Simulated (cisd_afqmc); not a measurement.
Input (AFQMC/CISD/def2-SVP; cisd_afqmc is a phaseless AFQMC code with CISD trial states that reads the integrals written by Ansatz):

Ansatz 0.2 input:
```python
import cisd_afqmc

open("ham.yaml", "w").write("""\
crystal:
  periodic: [false, false, false]
  atoms:
    - {symbol: Sn, position_ang: [-0.00583426, 0.00539243, 0.72574057]}
    - {symbol: Br, position_ang: [1.12083403, 1.80478161, -0.52284777]}
    - {symbol: Br, position_ang: [-1.11249936, -1.81248508, -0.51392447]}
basis:
  gaussian:
    orbitals: def2-SVP
total_charge: 1
magnetization: {spin_polarized: true, initial_magnetization: 1}
correlation: {method: ccsd, electrons: outside_noble_gas, hamiltonian_folder: ham}
""")
rep = cisd_afqmc.ansatz("ham.yaml")
e_ccsd = rep["correlation"]["coupled_cluster"]["energy"]["hartree"]
out = cisd_afqmc.run("ham", e_ccsd, trial="CISD", walkers=100, populations=8, threads=8, dt=0.005, steps=40, early=36, settle=10, least=32,
    cut=5e-5, rank_cut=2e-4, target=0.0004, seconds=1500, seed=1, memory=17280, gpu=False)
```

Output:

```
orbitals 53, occupied [9, 8], factors 307 of 948, rank of the doubles 296 of 756
E(HF) = -5357.346378
E(CCSD) on the cut factors = -5357.658340, shift to the whole factors -0.000001
Energy of the trial state on the determinant = -5357.658332
  tau behind 10.8 of longer steps, mean of the populations' last blocks
   2.0  -5357.67288
   4.0  -5357.67326
   6.0  -5357.67155
   8.0  -5357.67166
  10.0  -5357.67196
  12.0  -5357.67053
  14.0  -5357.67126
blocks 573 (1 outliers left out), error by blocks joined: 1: 0.00020, 2: 0.00026, 4: 0.00032, 8: 0.00038, 16: 0.00040
E(AFQMC/CISD) = -5357.67161 +/- 0.00040
```

The determinant is spin-contaminated: <S^2> is 0.79, 0.04 over the pure value.
